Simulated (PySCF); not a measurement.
Species: C6H13, net charge 0, doublet state. It need not be the lowest isomer of its formula. SMILES: CC(CC)([CH2])C
Coordinates optimised at B3LYP-D3(BJ)/def2-TZVP (Ansatz):
```xyz
19

C     -1.2538    -0.5478     0.8688
C     -0.3047     0.3034     0.0899
C      0.6488     1.0429     1.0399
C     -1.1161     1.3529    -0.7073
C      0.4817    -0.5571    -0.9266
C      1.3727    -1.6374    -0.3204
H     -1.8071    -1.3392     0.3790
H     -1.5327    -0.2890     1.8816
H      0.0890     1.7060     1.7027
H      1.3600     1.6524     0.4777
H      1.2126     0.3491     1.6635
H     -0.4439     1.9954    -1.2830
H     -1.8031     0.8680    -1.4029
H     -1.7012     1.9843    -0.0369
H     -0.2425    -1.0247    -1.6012
H      1.0876     0.1118    -1.5457
H      2.1817    -1.2090     0.2731
H      0.8001    -2.3020     0.3295
H      1.8283    -2.2451    -1.1042
```
Charge 0, spin multiplicity 2.

Dispersion corrections to the total energy (kcal/mol) from the dftd3 and dftd4 libraries through PySCF: D3(BJ) without and D4 with the three-body term, each with the damping fitted for the functional named.

```tsv
functional	D3(BJ)	D4
LC-wPBE	-9.31	[?]
revPBE	-26.05	-32.03
TPSS	-12.78	-12.95
BP86	[?]	-12.53
HSE06	-6.45	[?]
B2PLYP	-7.65	-6.74
BHLYP	-12.80	-10.38
```

Task: Fill in the missing entries.

Result: 
- LC-wPBE, D4: -10.52
- BP86, D3(BJ): -15.31
- HSE06, D4: -7.46
